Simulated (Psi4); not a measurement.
C5H7O2 (SMILES CC(=O)C=C(C)[O]), doublet, at a GFN2-xTB geometry, with bond 11-4 at 1.6 times its length. Base run: Psi4 with SVWN/STO-3G.

Input for Psi4:
```
memory 2 GB

molecule mol {
0 2
C     2.566366    0.233505    0.293406
C     1.141349   -0.182509   -0.026222
O     0.914312   -1.207216   -0.669869
C     0.103639    0.647827    0.418223
C    -1.147511    0.148753    0.027737
C    -2.375586    0.953730    0.416396
O    -1.251867   -0.893254   -0.618056
H     3.179504   -0.655575    0.412122
H     2.599386    0.841117    1.191536
H     2.947080    0.810085   -0.547805
H     0.331124    2.091557    1.316961
H    -2.265413    1.350162    1.420979
H    -3.255320    0.319903    0.353328
H    -2.480157    1.780070   -0.283941
}

set {
  basis sto-3g
  reference uks
}

energy('svwn')
print_variables()
```

Variants of this job, named by their change:

```
change                               ΔE vs base (µEh)  SCF cycles  grid points  basis functions
-----------------------------------  ----------------  ----------  -----------  ---------------
base                                              0.0          11       295502               42
dft_radial_points = 99                            0.1          11       388808               42
e_convergence = 1e-10                             0.0          14       295502               42
dft_radial_points = 150                           0.1          11       586490               42
guess = sap                                       0.0          13       295502               42
level_shift = 1.0                                 0.0          12       295502               42
df_basis_scf = cc-pvtz-jkfit                     2030          11       295502               42
scf_type = out_of_core                           2404          11       295502               42
df_basis_scf = def2-universal-jkfit               0.0          11       295502               42
dft_spherical_points = 110                       -459          11       107835               42
scf_type = mem_df                                 0.0          11       295502               42
dft_radial_points = 35                            1.0          11       140687               42
scf_type = disk_df                                0.0          11       295502               42
```

Open shells are given as the SCF converged; they aren't shown to be the lowest states, and a large step between rows can be another state.
